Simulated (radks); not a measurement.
The erbium ion Er20+, 48 electrons, occupied as [Kr] 4d10 4f2. All-electron calculation, non-relativistic Kohn-Sham, LDA (Slater exchange, Perdew-Wang correlation), spin-unpolarised, spherical densities, point nucleus; relativity is left out, which matters for an element this heavy. Program: a radial shooting solver on a logarithmic mesh with Libxc functionals.

Unscreened Slater integrals over Kohn-Sham orbitals (cm^-1).

integral    value
F0(4f,4f)  374980
F2(4f,4f)  194990
F4(4f,4f)  126310
F6(4f,4f)   92101
F0(4f,4d)  370180
F2(4f,4d)  186270
F4(4f,4d)  121360
G1(4f,4d)  206320
G3(4f,4d)  137130
G5(4f,4d)   99225
F0(4f,4p)  372100
F2(4f,4p)  189520
G2(4f,4p)  158980
G4(4f,4p)  113960
F0(4f,4s)  373860
G3(4f,4s)  132780
F0(4d,4d)  370180
F2(4d,4d)  189870
F4(4d,4d)  128440
F0(4d,4p)  371730
F2(4d,4p)  192240
G1(4d,4p)  240370
G3(4d,4p)  153030
F0(4d,4s)  373190
G2(4d,4s)  186060
F0(4p,4p)  374020
F2(4p,4p)  196780
F0(4p,4s)  375490
G1(4p,4s)  255830
F0(4s,4s)  377120

Derived for the open shells (J is the average intra-shell exchange parameter used in DFT+U). 4f: F4/F2 = 0.648, F6/F2 = 0.472, J = (286 F2 + 195 F4 + 250 F6)/6435 = 16070 cm^-1.
